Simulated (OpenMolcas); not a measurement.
V2+.

```json
{
 "Program": "OpenMolcas 26.06",
 "Method": "RASSCF",
 "Basis": "ANO-RCC-VDZP [5s4p2d1f]",
 "Scalar Hamiltonian": "DKH2, point nucleus",
 "Active space": "3 electrons in 9 orbitals (RAS2 3d 4s; RAS3 4p, at most 2 electrons)",
 "State averaging": "2S+1 = 4 even, 20 roots; 2S+1 = 2 even, 65 roots kept (CI in the orbitals of an earlier block); 2S+1 = 4 odd, 30 roots; 2S+1 = 2 odd, 65 roots kept (CI in the orbitals of an earlier block)",
 "Spin-orbit coupling": "RASSI with atomic mean-field integrals over the reference wave functions, term energies averaged over their components"
}
```

Levels without dynamic correlation, in cm-1 above 3d3 4F 3/2:

```tsv
Level	E
3d3 2P 1/2	20342
3d3 4P 1/2	15293
3d3 2G 7/2	15491
3d3 2H 9/2	20732
3d3 2D 3/2(1) [75 %]	22074
3d3 2F 7/2	35726
```

On this reference, MS-RASPT2, IPEA 0.25 Eh, imaginary shift 0.1 Eh (closed shells correlated: 3s 3p) puts 3d3 2P 1/2 at 16280 cm-1.

Problem. Estimate the other levels at that method by one scale factor, and say how well it serves.

Solution. The factor is 16280 / 20342 = 0.800. Scaled values beside those that MS-RASPT2 gives and measured ones (Sugar and Corliss, J. Phys. Chem. Ref. Data 7, 1191 (1978)):
```tsv
Level	Scaled	MS-RASPT2	Miss (%)	Measured
3d3 4P 1/2	12234	11870	+3.1	11514
3d3 2G 7/2	12393	12810	-3.3	11966
3d3 2H 9/2	16586	18310	-9.4	16811
3d3 2D 3/2(1) [75 %]	17659	17180	+2.8	16330
3d3 2F 7/2	28581	29150	-2.0	27728
```
For these levels the scaled values miss MS-RASPT2 by up to 9.4 %, as correlation changes each term by its own factor, spin-orbit parts do not scale and CASPT2 has its own spread within terms. This holds within one configuration; levels of others move differently, and the target method has errors of its own against measurement.

Term energies are means over components that CASPT2 splits; among the terms shown or strongly mixed into the levels shown the widest spread is 800 cm-1 (3d3 4F, MS-RASPT2). Terms from blocks run as CI alone lack orbitals of their own. Without dynamic correlation excited terms often stand tens of per cent too high (terms of higher spin than the ground term too low), and those without a measured partner can miss by more than the paired ones (holds for RASSCF). Measured partners are found by configuration, term and J. A level has none where our copy of the source lacks it or the pairing is in doubt (some pairs that miss far off the trend of their configuration count as doubtful), and it then counts in no deviation. Levels of configurations outside the active space are missing.

A share in square brackets marks a mixed level and gives the weight of the term that names it, the lowest over the columns. A number in round brackets counts repeated terms of one configuration in the order of the reference energies.
